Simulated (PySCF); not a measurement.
## Dipole moment and polarisability of `O=C[C@@H]1CCSCS1`

C5H8OS2.
Structure used (GFN2-xTB), in Å, numbered top down from 1:
```xyz
16
C5H8OS2 angstrom
O      1.175   -0.869   -1.572
C      1.079   -1.412   -0.503
C      0.065   -1.104    0.556
C     -1.278   -0.511    0.146
C     -1.212    0.761   -0.688
S     -0.553    2.168    0.264
C      1.101    1.489    0.518
S      1.100    0.024    1.592
H      1.836   -2.140   -0.159
H     -0.091   -1.972    1.198
H     -1.855   -0.313    1.053
H     -1.806   -1.273   -0.435
H     -0.592    0.633   -1.574
H     -2.215    1.062   -0.986
H      1.703    2.239    1.023
H      1.536    1.227   -0.447
```

Level: PBE0/def2-SVPD (PySCF), static field, nuclei fixed, core orbitals frozen in the response. The polarisability tensor in these axes (au):

```
x    95.29  -4.75   6.63
y    -4.75 106.15   1.56
z     6.63   1.56  95.37
```

Problem. Give the principal values, the mean and the anisotropy Δα = √{½[(α1 − α2)² + (α2 − α3)² + (α1 − α3)²]}.

Solution. Principal values 87.61, 101.20 and 108.02 au; mean 98.94 au = 14.66 Å³ = 16.31 × 10⁻⁴⁰ C²·m²/J; Δα = 18.00 au (18 % of the mean).

Problem. What is the dipole moment, and where does it point?

Solution. (-0.97, -1.70, 0.84) D, 2.13 D in size, pointing from the negative to the positive side. Measured along this direction, the outermost atoms are H15 at the negative end and H10 at the positive end.

Problem. Traceless (Buckingham) quadrupole moment about the centre of nuclear charge: eigenvalues?

Solution. -12.47, 0.91, 11.57 D·Å. The values depend on the origin, since the dipole doesn't vanish. The electronic extent ⟨r²⟩ about the same centre is 1176 bohr², a root-mean-square distance of 2.05 Å for the 78 electrons.

Problem. What depolarisation ratio follows for Rayleigh scattering of linearly polarised light, taking the static tensor?

Solution. ρ = 3Δα²/(45ᾱ² + 4Δα²) = 971.6/(440509 + 1295.4) = 0.0022.

Problem. In a dilute gas of rigid molecules at 400 K, how does the orientational term μ²/3kT compare with the electronic polarisability?

Solution. In Gaussian units μ²/3kT = 27.30 Å³ against 14.66 Å³, a ratio of 1.86; the Debye molar polarisation (4π/3)N_A(α + μ²/3kT) is 105.8 cm³/mol, leaving out the vibrational part.

Problem. Along which axes do the principal values lie, and how far do the nuclei extend along each?

Solution. Largest value along (-0.39, 0.92, -0.09), where the nuclei span 4.84 Å; middle along (0.58, 0.32, 0.75), 4.26 Å; least along (0.71, 0.24, -0.66), 3.78 Å. The response follows the extents in order.

One conformer (not necessarily the lowest) at the GFN2-xTB geometry, without solvent, vibrations or thermal averaging.
